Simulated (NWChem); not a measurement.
System: SiH₃O₂Cl; SMILES O[SiH](Cl)O

The following NWChem deck was run.

```
start job
memory heap 200 mb stack 900 mb global 1100 mb
geometry units angstroms noautosym nocenter noautoz
  Si    -0.021586     0.466942     0.406412
  O     -1.316883     1.240694    -0.236439
  O      1.362084     1.148431    -0.178892
  Cl     0.021084    -1.539311    -0.117733
  H     -0.168305     0.552160     1.870959
  H     -1.312303     1.396866    -1.186145
  H      2.123847     0.573157    -0.295054
end
basis spherical
  * library def2-svp
end
dft
  xc b3lyp
  iterations 150
end
cosmo
  do_cosmo_smd true
  solvent cychexan
end
task dft energy
```

Structure relaxed at the PBE0/def2-SVP level. Solvent: cyclohexane.

Level: B3LYP/def2-SVP with SMD (1 M gas to 1 M solution), gas-phase geometry. Reactions with the solvent are ignored.

**Question.** Give the results of this calculation. (B3LYP/def2-SVP, SMD on the gas-phase geometry.) Quantities: solvation free energy (kcal/mol); cavity-dispersion-structure term (kcal/mol); dipole in solution (D).

**Answer.** The solvation free energy (kcal/mol) is -3.7, the cavity-dispersion-structure term (kcal/mol) is -1.6 and the dipole in solution (D) is 1.66.
